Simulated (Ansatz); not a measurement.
Cost and result for the atomization energy of `[OH][GaH][GaH2]` (7 atoms, 6 bonds).

```xyz
7

O     1.0712   -0.3998    1.6547
Ga    0.8577    0.0393   -0.0780
Ga   -1.5126    0.1535   -0.7319
H     1.9881   -0.4520    1.9330
H     2.2051    0.2733   -0.8684
H    -2.3333    1.4933   -0.6233
H    -2.2763   -1.1075   -1.2861
```

The species carries charge 0 and has multiplicity 1. Correlated methods include outer-core shells of Ga, which these sets cover unevenly. Scalar relativity is left out up to krypton. The structure was optimised at the PBE0-D4/def2-TZVP level. It is one conformer, not always the lowest. Program: Ansatz. All runs use 2 threads of an INTEL XEON PLATINUM 8581C on a shared host. Times are those of one run each, without the atoms' runs, and a repeat can differ threefold. Electronic energies, without spin–orbit coupling; frozen cores. CCSD(T)/CBS adds CCSD(T) − MP2 in def2-TZVPP to the MP2 limit, and its time is that of the two runs behind it. T1 = 0.015. With those shells the extrapolation isn't a true limit. B3LYP takes the VWN-RPA correlation (the form of Gaussian; ORCA's B3LYP/G).

CCSD(T)/CBS is a level of theory with its own doubt, some kJ/mol a heavy atom from the limit and from the frozen cores, so smaller differences don't rank the functionals.

```tsv
level	functions	wall time
BLYP-D4/def2-TZVPP	183	1.2 s
revPBE-D4/def2-TZVPP	183	1.3 s
PBE-D4/def2-TZVPP (with forces)	183	1.6 s
PBE0-D4/def2-TZVPP	183	2.1 s
BHLYP-D4/def2-TZVPP	183	2.2 s
CAM-B3LYP-D4/def2-TZVPP	183	2.7 s
B3LYP-D4/def2-TZVPP (with forces)	183	2.8 s
PBE-QIDH/def2-TZVPP	183	3.5 s
CCSD(T)/def2-SVP	98	4 s
ωB97X-V/def2-TZVPP	183	5.5 s
MP2/def2-QZVPP	355	15 s
CCSD(T)/def2-TZVPP	183	40 s
CCSD(T)/CBS(def2)	–	54 s
```

Problem. What atomization energy does each give, and how far from CCSD(T)/CBS? (Estimate.)

Solution. Ansatz gave: 
```csv
level,atomization (kJ/mol),difference from CCSD(T)/CBS,per bond
BLYP-D4/def2-TZVPP,1752.7,-58.9,-9.8
revPBE-D4/def2-TZVPP,1734.5,-77.1,-12.8
PBE-D4/def2-TZVPP (with forces),1782.4,-29.2,-4.9
PBE0-D4/def2-TZVPP,1756.3,-55.3,-9.2
BHLYP-D4/def2-TZVPP,1721.0,-90.6,-15.1
CAM-B3LYP-D4/def2-TZVPP,1788.5,-23.1,-3.8
B3LYP-D4/def2-TZVPP (with forces),1763.1,-48.5,-8.1
PBE-QIDH/def2-TZVPP,1774.8,-36.8,-6.1
CCSD(T)/def2-SVP,1680.1,-131.5,-21.9
ωB97X-V/def2-TZVPP,1805.2,-6.4,-1.1
MP2/def2-QZVPP,1813.9,2.3,0.4
CCSD(T)/def2-TZVPP,1779.4,-32.2,-5.4
CCSD(T)/CBS(def2),1811.6,0.0,0.0
```

The D4 term adds +20.0 kJ/mol with B3LYP and +10.4 kJ/mol with PBE0; it sums over pairs of atoms, weighted by their polarisabilities, and B3LYP, whose exchange is more repulsive, gets the larger term. Leaving LDA and LC-ωPBE aside and taking each functional with its dispersion term where it has one, the values, not all of them listed here, spread over 87.1 kJ/mol, from BHLYP-D4 to B97M-V. LDA lies +280.8 kJ/mol from PBE without D4, its usual overbinding. In def2-TZVPP, CCSD(T) changes the Hartree–Fock value by +531.6 kJ/mol (the triples alone add +25.4 kJ/mol) and MP2 by +546.6 kJ/mol; breaking electron pairs costs correlation energy, which Hartree–Fock lacks.
